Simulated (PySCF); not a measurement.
C2Hf, SMILES [C]1[C][Hf]1 (connectivity only; charge and spin as stated), neutral, multiplicity 1. Heavy atoms are numbered as in [Hf:1]1[C:2][C:3]1.

Geometry: PBE0-D3(BJ)/def2-TZVP. A frequency run showed that this geometry is not a minimum. The spin state was assumed, not searched. The def2 effective core potentials stand for the cores of Hf; spin–orbit coupling is left out.

Level of theory: PBE0/def2-TZVPD in PySCF.

Mulliken values depend strongly on the basis, most of all with diffuse functions as here. ESP charges are fitted to the potential on shells at 1.4 to 2.0 van der Waals radii. Atomic charges (e), one atom of each kind:

```json
[
 {"atom": "Hf1", "ESP fit": "0.42", "Mulliken": "0.43"},
 {"atom": "C2", "ESP fit": "-0.21", "Mulliken": "-0.22"}
]
```
